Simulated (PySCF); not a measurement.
A geometry optimisation, step by step.

Species: C4H8Te.
Numbering: `[CH2:1]=[CH:2][C@@H:3]([CH3:4])[TeH:5]` (hydrogens: H6, H7 on C1; H8 on C2; H9 on C3; H10, H11, H12 on C4; H13 on Te5)

Method: PBE0-D3(BJ)/def2-SVP geometry optimisation, gas phase, def2 core potentials past Kr (PySCF); density fitting, grid level 1; the optimiser is geomeTRIC in internal coordinates, started from a GFN2-xTB structure with every atom displaced at random (about 0.01 Å). The frame can shift and turn from step to step; on so coarse a grid that alone can change the energy by a few meV, and forces under 0.02 eV/Å are noise.

Step 0: E = -11562.8528 eV, largest atomic force 2.134 eV/Å
```
atom  x, y, z in Å  |  force x, y, z in eV/Å
C1     -1.708   -1.290    0.084   -0.674   0.186  -1.038
C2     -0.844   -0.379   -0.328    0.402   0.159  -0.019
C3      0.288    0.095    0.471    1.529   0.063   0.196
C4      1.638    0.115   -0.309   -2.030  -0.259   0.604
Te5    -0.165    2.093    1.242    0.001   0.118   0.375
H6     -1.665   -1.724    1.048    0.176  -0.571   1.280
H7     -2.547   -1.569   -0.537   -0.326  -0.225  -0.284
H8     -0.909    0.079   -1.313   -0.259   0.028  -0.347
H9      0.413   -0.503    1.398   -0.156   0.175  -0.187
H10     2.424    0.472    0.319    0.888   0.436   0.529
H11     1.508    0.751   -1.171    0.215   0.425  -0.630
H12     1.852   -0.894   -0.638    0.234  -0.596  -0.264
H13    -0.279    2.736   -0.278   -0.002   0.059  -0.214
```

Step 1: E = -11562.9822 eV, largest atomic force 0.329 eV/Å
```
atom  x, y, z in Å  |  force x, y, z in eV/Å
C1     -1.800   -1.352    0.155    0.020  -0.070   0.321
C2     -0.925   -0.424   -0.237    0.018   0.103  -0.040
C3      0.233    0.070    0.560   -0.066  -0.070  -0.075
C4      1.540    0.043   -0.217    0.086   0.069   0.163
Te5    -0.177    2.092    1.335   -0.019   0.018  -0.052
H6     -1.741   -1.807    1.156    0.008   0.045  -0.205
H7     -2.623   -1.669   -0.487   -0.036  -0.017  -0.049
H8     -1.033    0.022   -1.235    0.011  -0.006   0.008
H9      0.314   -0.509    1.494    0.034  -0.010   0.007
H10     2.377    0.411    0.402   -0.104  -0.072  -0.148
H11     1.471    0.679   -1.114    0.049  -0.033   0.006
H12     1.764   -0.988   -0.546   -0.008   0.061   0.022
H13    -0.253    2.735   -0.204    0.008  -0.017   0.042
```

Step 2: E = -11562.9854 eV, largest atomic force 0.113 eV/Å
```
atom  x, y, z in Å  |  force x, y, z in eV/Å
C1     -1.794   -1.350    0.164   -0.056  -0.047  -0.059
C2     -0.934   -0.413   -0.243    0.024  -0.022   0.108
C3      0.225    0.073    0.554    0.043   0.013  -0.068
C4      1.537    0.042   -0.213   -0.009   0.022   0.045
Te5    -0.184    2.095    1.330   -0.008   0.004   0.019
H6     -1.709   -1.824    1.147    0.019   0.036  -0.018
H7     -2.622   -1.673   -0.471   -0.008  -0.005  -0.005
H8     -1.051    0.035   -1.239   -0.016   0.006   0.029
H9      0.306   -0.508    1.487    0.005   0.004  -0.006
H10     2.374    0.403    0.402   -0.007  -0.007  -0.012
H11     1.485    0.673   -1.114    0.006  -0.007  -0.011
H12     1.757   -0.989   -0.537    0.003  -0.005  -0.002
H13    -0.245    2.739   -0.205    0.005   0.009  -0.020
```

Step 3: E = -11562.9855 eV, largest atomic force 0.101 eV/Å
```
atom  x, y, z in Å  |  force x, y, z in eV/Å
C1     -1.801   -1.357    0.161    0.066   0.015  -0.050
C2     -0.937   -0.415   -0.224   -0.025   0.023  -0.093
C3      0.229    0.077    0.559    0.000  -0.042   0.049
C4      1.538    0.044   -0.213   -0.065  -0.024  -0.052
Te5    -0.182    2.104    1.324   -0.005  -0.015   0.022
H6     -1.710   -1.849    1.132   -0.017  -0.032   0.094
H7     -2.629   -1.670   -0.482    0.035   0.023   0.020
H8     -1.059    0.043   -1.214   -0.021   0.031  -0.014
H9      0.321   -0.499    1.494   -0.002   0.009   0.012
H10     2.377    0.409    0.390    0.041   0.031   0.065
H11     1.485    0.665   -1.121   -0.020   0.007  -0.016
H12     1.757   -0.989   -0.529    0.008  -0.033  -0.013
H13    -0.243    2.739   -0.214    0.005   0.008  -0.025
```

Step 4: E = -11562.9869 eV, largest atomic force 0.022 eV/Å
```
atom  x, y, z in Å  |  force x, y, z in eV/Å
C1     -1.794   -1.358    0.162    0.013  -0.002  -0.014
C2     -0.938   -0.413   -0.232   -0.007   0.004  -0.009
C3      0.226    0.076    0.557    0.003  -0.004   0.006
C4      1.535    0.043   -0.214   -0.006  -0.006  -0.015
Te5    -0.184    2.101    1.325   -0.005   0.004  -0.011
H6     -1.702   -1.840    1.140   -0.004  -0.014   0.017
H7     -2.623   -1.676   -0.475    0.005   0.005   0.006
H8     -1.065    0.047   -1.221   -0.007   0.009   0.002
H9      0.314   -0.502    1.491   -0.004   0.004   0.003
H10     2.373    0.408    0.395    0.010   0.008   0.011
H11     1.482    0.667   -1.120   -0.005  -0.001  -0.004
H12     1.756   -0.990   -0.532    0.002  -0.005  -0.002
H13    -0.236    2.741   -0.213    0.006  -0.003   0.009
```

Step 5: E = -11562.9873 eV, largest atomic force under 0.02 eV/Å
```
atom  x, y, z in Å  |  force x, y, z in eV/Å
C1     -1.790   -1.363    0.164   -0.003  -0.005  -0.011
C2     -0.940   -0.411   -0.230    0.000  -0.001   0.013
C3      0.225    0.077    0.557    0.003   0.001   0.003
C4      1.533    0.044   -0.215    0.006  -0.005  -0.006
Te5    -0.185    2.104    1.323   -0.004  -0.002  -0.003
H6     -1.694   -1.851    1.139    0.008   0.004   0.000
H7     -2.621   -1.679   -0.472   -0.004  -0.004  -0.001
H8     -1.074    0.053   -1.216   -0.006   0.004   0.005
H9      0.313   -0.499    1.492   -0.002   0.003   0.001
H10     2.371    0.411    0.393    0.000   0.002  -0.003
H11     1.477    0.664   -1.124   -0.002  -0.002   0.000
H12     1.754   -0.990   -0.531   -0.001   0.003   0.002
H13    -0.225    2.743   -0.216    0.005   0.002   0.000
```

Step 6: E = -11562.9880 eV, largest atomic force under 0.02 eV/Å
```
atom  x, y, z in Å  |  force x, y, z in eV/Å
C1     -1.782   -1.373    0.166   -0.003  -0.003   0.006
C2     -0.947   -0.408   -0.225    0.001  -0.008   0.016
C3      0.220    0.081    0.557    0.005   0.016  -0.005
C4      1.527    0.044   -0.218    0.016  -0.005   0.003
Te5    -0.186    2.110    1.316   -0.002  -0.005   0.003
H6     -1.668   -1.869    1.136   -0.002   0.005  -0.015
H7     -2.617   -1.691   -0.462   -0.007  -0.009  -0.001
H8     -1.096    0.067   -1.204   -0.001  -0.001   0.007
H9      0.311   -0.492    1.493    0.000  -0.001  -0.003
H10     2.366    0.416    0.386   -0.009  -0.002  -0.015
H11     1.468    0.659   -1.131    0.000   0.000   0.004
H12     1.748   -0.991   -0.528   -0.003   0.009   0.004
H13    -0.199    2.749   -0.223    0.004   0.005  -0.005
```

Step 7: E = -11562.9887 eV, largest atomic force under 0.02 eV/Å
```
atom  x, y, z in Å  |  force x, y, z in eV/Å
C1     -1.772   -1.389    0.172   -0.007   0.002   0.001
C2     -0.956   -0.405   -0.215    0.002  -0.013   0.010
C3      0.216    0.088    0.558   -0.005   0.017   0.005
C4      1.518    0.047   -0.224    0.010  -0.006   0.001
Te5    -0.187    2.121    1.307   -0.001  -0.001  -0.005
H6     -1.640   -1.901    1.131    0.006   0.009  -0.011
H7     -2.610   -1.708   -0.452   -0.007  -0.006   0.000
H8     -1.126    0.083   -1.183    0.003  -0.006   0.001
H9      0.311   -0.481    1.497    0.004  -0.003  -0.003
H10     2.360    0.427    0.371   -0.007  -0.001  -0.011
H11     1.452    0.651   -1.143    0.001   0.002   0.002
H12     1.740   -0.991   -0.524   -0.002   0.006   0.002
H13    -0.159    2.759   -0.233    0.003  -0.001   0.006
```

Step 8: E = -11562.9888 eV, largest atomic force under 0.02 eV/Å
```
atom  x, y, z in Å  |  force x, y, z in eV/Å
C1     -1.771   -1.392    0.175   -0.001   0.004   0.006
C2     -0.958   -0.406   -0.213    0.000  -0.006   0.002
C3      0.214    0.090    0.558   -0.005   0.009   0.002
C4      1.515    0.048   -0.227    0.003  -0.001   0.000
Te5    -0.188    2.124    1.305   -0.002  -0.006   0.005
H6     -1.632   -1.904    1.133   -0.001   0.002  -0.004
H7     -2.609   -1.715   -0.447   -0.001  -0.002   0.001
H8     -1.131    0.083   -1.181    0.003  -0.003  -0.001
H9      0.312   -0.478    1.497    0.005  -0.002  -0.002
H10     2.358    0.431    0.366   -0.002   0.000  -0.005
H11     1.447    0.650   -1.146    0.001   0.001   0.000
H12     1.738   -0.991   -0.525   -0.001   0.002   0.000
H13    -0.148    2.762   -0.233    0.003   0.003  -0.004
```

Task: Summarise the path.

Result: The energy falls by 3.14 kcal/mol from step 0 to step 8; nine tenths of that is first reached at step 1. It falls at every step. The largest force goes from 2.134 to under 0.02 eV/Å. Among the bonds C3–C4 changes most, from 1.559 to 1.520 Å; the atoms move by 0.104 Å rms after alignment.

Task: Follow the three bonds and two angles with the largest change from start to end.

Result: 
| step | E above end (kcal/mol) | largest force (eV/Å) | C3–C4 (Å) | C1–H6 (Å) | C4–H10 (Å) | C3–C4–H11 (°) | H10–C4–H11 (°) |
| --- | --- | --- | --- | --- | --- | --- | --- |
| 0 | 3.14 | 2.134 | 1.559 | 1.058 | 1.067 | 107.6 | 111.1 |
| 1 | 0.15 | 0.329 | 1.521 | 1.101 | 1.104 | 110.6 | 108.1 |
| 2 | 0.08 | 0.113 | 1.520 | 1.096 | 1.099 | 111.1 | 107.8 |
| 3 | 0.08 | 0.101 | 1.520 | 1.092 | 1.097 | 111.4 | 107.7 |
| 4 | 0.04 | 0.022 | 1.519 | 1.094 | 1.098 | 111.3 | 107.8 |
| 5 | 0.03 | under 0.02 | 1.519 | 1.095 | 1.099 | 111.3 | 107.9 |
| 6 | 0.02 | under 0.02 | 1.519 | 1.095 | 1.099 | 111.3 | 107.9 |
| 7 | 0.00 | under 0.02 | 1.519 | 1.095 | 1.099 | 111.3 | 107.9 |
| 8 | 0.00 | under 0.02 | 1.520 | 1.095 | 1.099 | 111.3 | 107.9 |

The cost below is that of the whole optimisation. Time: 63 s wall; peak memory 0.53 GiB. Hardware: an Arm Neoverse V1 with one thread, shared host with 32 logical CPUs at a one-minute load of 20.
